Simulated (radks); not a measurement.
The numbers below are computed, except where a source is named.
Question: All-electron atom: Sc2+ in [Ar] 5p1 (not the ground configuration). Level of theory: non-relativistic Kohn-Sham, PBE, spin-polarised, spherical densities, point nucleus; open shells are filled with parallel spins first (a radial shooting solver on a logarithmic mesh with Libxc functionals). Some entries of the table are withheld. Estimate them.

| orbital | occ. | eigenvalue (Ry) | <r^2> (bohr^2) | <r> (bohr) |
|---|---|---|---|---|
| 1s up | 1 | -323.2532 | 0.007272 | 0.07360 |
| 1s down | 1 | -323.2522 | 0.007272 | 0.07360 |
| 2s up | 1 | -36.56951 | 0.1416 | 0.3460 |
| 2s down | 1 | -36.56859 | 0.1416 | 0.3460 |
| 2p up | 3 | (1) | 0.1176 | 0.3086 |
| 2p down | 3 | (2) | 0.1176 | 0.3086 |
| 3s up | 1 | -5.93299 | 1.298 | 1.063 |
| 3s down | 1 | -5.92924 | 1.297 | 1.063 |
| 3p up | 3 | -4.37535 | 1.501 | 1.133 |
| 3p down | 3 | -4.37102 | 1.499 | 1.132 |
| 5p up | 1 | (3) | (4) | 6.465 |

Answer: 
(1) 2p up eigenvalue (Ry): -30.55087
(2) 2p down eigenvalue (Ry): -30.54957
(3) 5p up eigenvalue (Ry): -0.59308
(4) 5p up <r^2> (bohr^2): 46.66
